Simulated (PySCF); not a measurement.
Compound: CH8F2Si3.
Geometry (GFN2-xTB, Å), atoms numbered from 1 in this order:
```xyz
14
CH8F2Si3 angstrom
F     -0.856    1.831   -0.666
C     -1.758    0.839   -0.397
F     -1.705   -0.002   -1.474
Si    -1.235   -0.112    1.211
Si     0.854   -1.006    0.740
Si     2.022   -0.008   -1.007
H     -2.752    1.304   -0.407
H     -1.341    0.938    2.230
H     -2.384   -0.999    1.430
H      1.606   -0.969    2.008
H      0.657   -2.449    0.510
H      3.361   -0.593   -1.139
H      2.195    1.426   -0.778
H      1.335   -0.201   -2.283
```

A PySCF run (density fitting, gas phase, GFN2-xTB geometry) gave HOMO -6.44 eV, LUMO -1.28 eV, dipole 1.17 D and E = -1099.993 Eh.

**Question.** Which of these levels was it?
A. PBE0/pcSseg-1
B. LDA/3-21G
C. CAM-B3LYP/def2-SVPD

**Answer.** B. It is LDA/3-21G. All candidates on this geometry:

```tsv
level and settings	kind	basis functions	SCF cycles	E (Eh)	HOMO (eV)	LUMO (eV)	dipole (D)
LDA/3-21G, fitting basis def2-universal-jkfit, damping 0.1 at the start, DIIS from the seventh cycle	LDA	82	21	-1099.9929	-6.44	-1.28	1.17
PBE0/pcSseg-1	global hybrid	163	12	-1110.3993	-8.35	-0.83	1.55
CAM-B3LYP/def2-SVPD	range-separated hybrid	202	12	-1110.5620	-9.71	0.16	1.64
```

The nearest other candidate, by the summed differences of HOMO and LUMO, is PBE0/pcSseg-1: its HOMO differs by -1.91 eV and its LUMO by +0.45 eV. Cycle counts include a coarse-grid stage where the run had one.
